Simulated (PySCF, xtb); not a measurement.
BiI2, SMILES [I][Bi][I], multiplicity 2.

Harmonic wavenumbers (cm⁻¹) from GFN2-xTB run with xtb at its own minimum, in rising order: 56, 189, 199.

Task: What does B3LYP-D3(BJ)/def2-SVP (PySCF) give at its own minimum? (Estimate from the structure and the level; the computed values follow.)

Result: 50, 166, 169. Paired by order, the mean absolute difference is 20 cm⁻¹ and the zero-point energies are 0.6 and 0.5 kcal/mol.
